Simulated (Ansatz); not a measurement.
Coupled-cluster diagnostics for (OH)3Si-NH-SiH3 (Si₂NO₃H₇), Ansatz.

Geometry of the singlet (PBE0-D4/def2-SVP):

```xyz
13

Si   -0.2688   -0.0086   -1.0112
O     0.3173    1.5305   -0.8134
O     0.7395   -0.7103   -2.1157
O    -1.7863   -0.1357   -1.6425
N    -0.3343   -0.7072    0.5564
Si    0.4729   -0.1216    1.9841
H    -0.1754    2.1082   -0.2228
H     1.6581   -0.4280   -2.0848
H    -1.8216   -0.1450   -2.6039
H    -0.9295   -1.5218    0.6704
H     0.0041    1.2449    2.3836
H     0.1698   -1.0682    3.0984
H     1.9543   -0.0371    1.8015
```

Correlated methods freeze 14 core orbitals.

Task: Estimate the CCSD(T) correlation energy, the shares of MP2 and (T), T1 and the reference's ⟨S²⟩ for: charge 0, singlet, own geometry in def2-TZVP; and the rough time on 2 threads of AMD EPYC 7R13 on a shared host and a share (18 GiB) of an NVIDIA H100 80GB HBM3.

Result: 
| state | basis | correlation (eV) | MP2 share (%) | (T) share (%) | T1 | ⟨S²⟩ (pure) | wall time |
| --- | --- | --- | --- | --- | --- | --- | --- |
| charge 0, singlet, own geometry | def2-TZVP | -33.440 | 93.6 | 3.4 | 0.011 | 0.00 (0.00) | 4.1 s |
Customary marks for T1 are 0.02 (closed shells), 0.045 (open shells) and about 0.05 (3d metals). T1 stays under 0.02 throughout.
